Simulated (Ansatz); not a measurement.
```yaml
crystal:
  periodic: [false, false, false]
  atoms:
    - {symbol: F, position_ang: [1.689268, -0.951499, 0.189067]}
    - {symbol: C, position_ang: [0.587785, -0.474749, -0.390446]}
    - {symbol: F, position_ang: [0.543849, -0.816366, -1.677987]}
    - {symbol: C, position_ang: [-0.690455, -0.429091, 0.397006]}
    - {symbol: C, position_ang: [0.040965, 0.833211, 0.039677]}
    - {symbol: F, position_ang: [0.655806, 1.520437, 1.002013]}
    - {symbol: F, position_ang: [-0.489569, 1.655624, -0.865064]}
    - {symbol: H, position_ang: [-1.607181, -0.635004, -0.142333]}
    - {symbol: H, position_ang: [-0.642067, -0.748862, 1.430968]}
basis:
  gaussian: {orbitals: pcseg-2}
total_charge: 4
hamiltonian: {xc: {name: r2SCANh}}
scf: {lower_state_search: light}
output: {forces: true}
```

```sh
$ ansatz run in.yaml --threads 4 --pin off --events-out ev --progress --plain --max-ram 10444MiB
```

Shortened log:

```
Functional definition: r2SCANh
1204 factors; their error is unknown
mean field evaluation 1: about -13877.0040 eV, gradient 1.4e2 eV
mean field evaluation 2: about -13418.8422 eV, gradient 4.7e2 eV
mean field evaluation 4: about -13914.8402 eV, gradient 3.4e1 eV
mean field evaluation 8: about -13916.7472 eV, gradient 7.7e0 eV
mean field evaluation 16: about -13916.8310 eV, gradient 6.7e-2 eV
mean field -13916.83098227 eV, -511.4341054317 hartree, gradient 3.4e-5 eV, S^2 0.000000; 0 other end points of the search recorded, 0 dependent functions left out
reference -13916.83098829 eV, -511.4341056526 hartree; 26, 26 occupied and 212, 212 virtual orbitals, 1204 factors
Total energy: -13916.83098829 eV, -511.4341056526 hartree
Atom 0 at     1.689268    -0.951499     0.189067 Å, force    -3.283795     1.605326    -0.331734 eV/Å
Atom 1 at     0.587785    -0.474749    -0.390446 Å, force    11.341926    -9.127352    -7.618615 eV/Å
Atom 2 at     0.543849    -0.816366    -1.677987 Å, force    -1.096811     1.347268     3.232877 eV/Å
Atom 3 at    -0.690455    -0.429091     0.397006 Å, force    -5.375390    -3.254198     3.061893 eV/Å
Atom 4 at     0.040965     0.833211     0.039677 Å, force     0.670157    16.399382     0.776260 eV/Å
Atom 5 at     0.655806     1.520437     1.002013 Å, force    -1.413920    -2.867210    -1.802736 eV/Å
Atom 6 at    -0.489569     1.655624    -0.865064 Å, force     0.772902    -3.125436     1.761973 eV/Å
Atom 7 at    -1.607181    -0.635004    -0.142333 Å, force    -2.228538    -0.321187    -1.856330 eV/Å
Atom 8 at    -0.642067    -0.748862     1.430968 Å, force     0.613468    -0.656593     2.776411 eV/Å
Dipole moment:    -1.044957    -0.632612     0.595240 e Å
```

Question: Something in this input is off. What?

Answer: The charge is far from anything that the molecule holds. Self-consistency was reached. The result belongs to that input, not to the molecule as meant.
